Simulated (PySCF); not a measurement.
C$_{2}$H$_{6}$BrClSi, singlet, geometry from GFN2-xTB, atoms displaced at random by about 0.08 Å a coordinate. Base run: PBE0/STO-3G, gradient (PySCF).

Here is a job for PySCF.
```python
from pyscf import gto, scf, dft

mol = gto.M(
    atom='''
C     1.457915   -1.738536   -0.003239
Si    0.035597   -0.461442   -0.402794
C    -1.560619   -1.428445   -0.922635
Cl    0.691479    0.826911   -1.977562
Br   -0.298804    0.684384    1.273741
H     1.232282   -2.200774    0.960645
H     2.387840   -1.117351    0.181481
H     1.659327   -2.417242   -0.984640
H    -2.402121   -0.610290   -1.144343
H    -1.814205   -1.914022   -0.159786
H    -1.465840   -1.968232   -1.781853
''',
    basis='sto-3g',
    charge=0,
    spin=0,
    verbose=4,
)

mf = dft.RKS(mol)
mf.xc = 'pbe0'
mf.kernel()
g = mf.nuc_grad_method()
grad = g.kernel()
```

The coordinate followed is y of atom 6.

The base run was repeated with changes; each row names its change, and settings that it needs were set with it.

| change | dE/dx (Eh/bohr) | net force (Eh/bohr) |
|---|---|---|
| base | 0.018320 | 0.000208 |
| conv_tol = 1e-11 | 0.018320 | 0.000208 |
| density fitting = on; auxbasis_response = off | 0.018336 | 0.000602 |
| grid_response = on | 0.018322 | 0.000000 |
| density fitting = on | 0.018322 | 0.000208 |
| finite difference step (bohr) = 0.01; conv_tol = 1e-11 | 0.018321 | - |
| grids.level = 0; grid_response = on | 0.019062 | 0.000000 |
| finite difference step (bohr) = 1e-3; conv_tol = 1e-11 | 0.018322 | - |
| grids.level = 5; grid_response = off | 0.018320 | 0.000026 |
| grids.level = 0; grid_response = off | 0.018529 | 0.007724 |
| finite difference step (bohr) = 1e-4; conv_tol = 1e-11 | 0.018322 | - |
| grids.level = 5; grid_response = on | 0.018320 | 0.000000 |

The net force is zero for an exact gradient.
